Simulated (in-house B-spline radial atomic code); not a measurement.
Computed with a B-spline radial atomic code. Model: two electrons, singlet ground state, non-relativistic, full CI in B-splines with partial waves to l = 8 (at full coupling up to 3e-4 hartree above the limit, correlation up to 0.6 % small), density held at that of full coupling by Lieb maximisation.

W(λ) is the mean repulsion in the state of coupling λ less the Hartree energy of the fixed density. Its start is exact exchange, its initial slope is twice the second-order Görling-Levy correlation energy, and its area from 0 to 1 is E_xc. A straight curve means weak, dynamic correlation, and a curve that drops fast and flattens means strong correlation.

Command:
```bash
python run_ac.py task.json out
```
Settings (lengths in bohr, energies in hartree):
```
potential              harmonic
strength               0.0214
lmax                   8
```

Run time, properties included: 45 s on 1 thread of Intel(R) Xeon(R) Processor @ 2.30GHz, with other jobs on the host.

**W = mean repulsion less Hartree energy, and W of three functionals.**

Given: confinement harmonic well; well frequency 0.0214 hartree; external potential omega^2 r^2/2.

Computed: LDA exchange minus exact 11.63 millihartree; PBE exchange minus exact 3.1217 millihartree.

| coupling | W xc (hartree) | W xc minus exchange (millihartree) | kinetic minus Kohn-Sham (millihartree) | LDA (PW92) W minus its exchange (millihartree) | PBE W minus its exchange (millihartree) | SCAN W minus its exchange (millihartree) |
| --- | --- | --- | --- | --- | --- | --- |
| 0 | -0.085863 | 0 | 0 | 0 | 0 | 0 |
| 0.02 | -0.08798 | -2.117 | 0.02 | -6.44 | -3.3 | -1.78 |
| 0.05 | -0.090735 | -4.872 | 0.12 | -11.61 | -6.78 | -4.1 |
| 0.12 | -0.095651 | -9.788 | 0.52 | -19.02 | -12.43 | -8.39 |
| 0.25 | -0.10131 | -15.449 | 1.53 | -26.89 | -18.98 | -13.88 |
| 0.4 | -0.10505 | -19.187 | 2.73 | -32.31 | -23.72 | -17.99 |
| 0.6 | -0.10799 | -22.129 | 4.17 | -36.93 | -27.87 | -21.52 |
| 0.8 | -0.10985 | -23.985 | 5.46 | -40.09 | -30.75 | -23.85 |
| 1 | ? | ? | ? | ? | ? | ? |
| 1.4 | ? | ? | ? | ? | ? | ? |
| 2 | -0.11451 | -28.651 | 11.4 | -49.03 | -39.04 | -29.37 |
| 3 | -0.11608 | -30.222 | 15.25 | -52.34 | -42.15 | -30.84 |
| 4.5 | -0.11742 | -31.554 | 20.15 | -55.25 | -44.9 | -31.86 |

**Question.** What belongs in the row 1?

**Answer.** W xc (hartree): -0.11115; W xc minus exchange (millihartree): -25.287; kinetic minus Kohn-Sham (millihartree): 6.62; LDA (PW92) W minus its exchange (millihartree): -42.44; PBE W minus its exchange (millihartree): -32.91; SCAN W minus its exchange (millihartree): -25.48.

**Question.** What belongs in the row 1.4?

**Answer.** W xc (hartree): -0.1129; W xc minus exchange (millihartree): -27.039; kinetic minus Kohn-Sham (millihartree): 8.7; LDA (PW92) W minus its exchange (millihartree): -45.78; PBE W minus its exchange (millihartree): -36.01; SCAN W minus its exchange (millihartree): -27.6.

**Question.** What is the SCAN exchange minus exact?

**Answer.** -0.62993 millihartree.

**Energy parts, natural occupations and partial-wave weights.**

Computed: total energy 0.1432 hartree; correlation energy -0.018665 hartree; kinetic part of the DFT correlation energy 0.0066226 hartree; kinetic part over minus potential part 0.26189; Hartree energy 0.17173 hartree; Kohn-Sham kinetic 0.019549 hartree.

| natural | occupation of the shell (electrons) |
| --- | --- |
| s | 1.5566 |
| p | 0.4251 |
| s | 0.016434 |
| d | 0.0018116 |
| p | ? |
| d | 3.5411e-06 |

**Question.** What belongs in the row p?

**Answer.** occupation of the shell (electrons): 3.5825e-05.

| wave | weight |
| --- | --- |
| s | 0.78652 |
| p | ? |
| d | 0.00090774 |
| f | 1.6429e-06 |
| g | 6.7213e-07 |

**Question.** What belongs in the row p?

**Answer.** weight: 0.21257.

**Question.** What is the Lieb Oxford ratio E_xc over LDA exchange?

**Answer.** 1.4081.

**Question.** What is the exchange energy?

**Answer.** -0.085863 hartree.

Half-way to full coupling W has made 82 % of its drop, against 50 % for a straight line, and second-order (GL2) theory, half the initial slope, overshoots the correlation energy by about 199 %: correlation is strong. Over couplings 0 to 1 the errors in E_xc come to about -1.5 millihartree for LDA, -1.8 millihartree for PBE, +0.1 millihartree for SCAN, so SCAN is nearest. In LDA and PBE and SCAN the errors of exchange and correlation have opposite signs, so the sum is smaller than the larger of the two.
